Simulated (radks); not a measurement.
The numbers below are computed, except where a source is named.
Initial-state core-level shifts of neutral iron when its valence configuration changes from [Ar] 3d6 4s2. Code: a radial shooting solver on a logarithmic mesh with Libxc functionals. Model: scalar-relativistic Kohn-Sham, PBE, spin-polarised, spherical densities, point nucleus; open shells are filled with parallel spins first. Shifts are changes of the shell-averaged eigenvalues in eV (positive: less bound).

valence           1s       2p       3s       3p
3d5 4s2 4p1   -7.299   -7.973   -7.091   -6.903
3d6 4p2       -2.854   -2.730   -2.837   -2.834
3d4 4s2 4p2  -16.444  -18.148  -15.580  -15.125
3d6 4s1 4p1   -1.351   -1.320   -1.334   -1.328
3d7 4s1       +4.272   +4.738   +4.371   +4.250
3d5 4s1 4p2   -8.314   -9.002   -8.078   -7.875
3d7 4p1       +2.661   +3.262   +2.758   +2.619
3d8           +6.410   +7.215   +6.702   +6.500
3d3 4s2 4p3  -26.509  -29.469  -24.487  -23.745
